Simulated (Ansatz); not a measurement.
`C[O][Hf]([OH])([OH])[S]C` and `C[O][Hf]([OH])([OH])[SeH]` differ in one atom or group.

Ansatz, PBE0-D4/def2-TZVP geometries, multiplicity 1. Each molecule was computed in one conformer, which needn't be the lowest.

Elements past krypton have def2 core potentials. Scalar relativity is left out up to krypton.

```
                                        property  `C[O][Hf]([OH])([OH])[S]C`
           LUMO energy (ωB97M-V/def2-TZVPP) / eV                        1.13
            HOMO–LUMO gap (PBE0/def2-TZVPP) / eV                        6.28
              HOMO energy (PBE0/def2-TZVPP) / eV                       -6.38
size of the dipole moment (B3LYP/def2-TZVPP) / D                        2.82
             LUMO energy (B3LYP/def2-TZVPP) / eV                       -0.34
         HOMO–LUMO gap (ωB97M-V/def2-TZVPP) / eV                        9.67
```

Q: What does the change do to each property? (An estimate is asked.)

A: The calculation gave: 
| property | `C[O][Hf]([OH])([OH])[SeH]` | shift |
| --- | --- | --- |
| LUMO energy (ωB97M-V/def2-TZVPP) / eV | 1.04 | -0.09 |
| HOMO–LUMO gap (PBE0/def2-TZVPP) / eV | 6.40 | 0.12 |
| HOMO energy (PBE0/def2-TZVPP) / eV | -6.53 | -0.15 |
| size of the dipole moment (B3LYP/def2-TZVPP) / D | 3.50 | 0.68 |
| LUMO energy (B3LYP/def2-TZVPP) / eV | -0.42 | -0.08 |
| HOMO–LUMO gap (ωB97M-V/def2-TZVPP) / eV | 9.69 | 0.02 |

The zero-point energy changes by -81.8 kJ/mol with -9 modes. Dipoles are sizes alone; their direction can turn.

B3LYP here is the variant with VWN-RPA as its local correlation; programs differ in this.

Spin–orbit coupling is left out; it splits and shifts lone-pair levels of the heavy atoms by tenths of an eV.
